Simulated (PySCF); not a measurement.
C3H10OSi, singlet, geometry from GFN2-xTB, atoms displaced at random by about 0.08 Å a coordinate; PySCF with R2SCAN/6-31G, gradient.

Input for PySCF:
```python
from pyscf import gto, scf, dft

mol = gto.Mole()
mol.atom = '''
    Si    0.907897   -0.571769   -0.112661
    O     2.524424    0.001715   -0.343008
    C    -0.129706    0.929846    0.257674
    C    -1.645428    0.538573    0.669179
    C    -2.420277   -0.254079   -0.276110
    H     0.815202   -1.396235    1.005542
    H     0.710023   -1.418987   -1.387030
    H     2.899306    0.534765    0.215466
    H     0.213420    1.524847    0.925395
    H    -0.339938    1.511327   -0.743873
    H    -2.232451    1.409949    0.816066
    H    -1.472204   -0.072406    1.593586
    H    -3.376929   -0.459482    0.089001
    H    -1.929597   -1.370861   -0.590727
    H    -2.497152    0.341919   -1.186325
'''
mol.basis = '6-31g'
mol.charge = 0
mol.spin = 0
mol.verbose = 3
mol.build()

mf = dft.RKS(mol)
mf.xc = 'r2scan'
mf.grids.level = 0
mf.kernel()
g = mf.nuc_grad_method()
g.grid_response = False
grad = g.kernel()
```

Task: Write the output that PySCF gives for this input, abridged.

Result: 
```
converged SCF energy = -484.82345124802
--------------- RKS gradients ---------------
         x                y                z
0 Si    -0.0165251989    -0.0089081681     0.0455802851
1 O     0.0664888262     0.1107097645     0.1189000647
2 C     0.1270366209     0.0649220504     0.1554461961
3 C    -0.0744562708     0.0248864345    -0.0387900102
4 C    -0.0487387142     0.0734112593     0.0644557276
5 H     0.0040681271     0.0323324465    -0.0396207230
6 H     0.0043060898    -0.0113546091    -0.0110926089
7 H    -0.0754594511    -0.1018959269    -0.1041750375
8 H    -0.0544438941    -0.0838608969    -0.0922602260
9 H    -0.0197560482     0.0123399376    -0.0309612344
10 H     0.0061672897    -0.0267804526    -0.0185847814
11 H     0.0137464410    -0.0144527804    -0.0008532626
12 H     0.0373588248     0.0091738954    -0.0121589427
13 H     0.0215720644    -0.0576561188    -0.0157238792
14 H     0.0050661841     0.0055324859     0.0131632520
----------------------------------------------
```
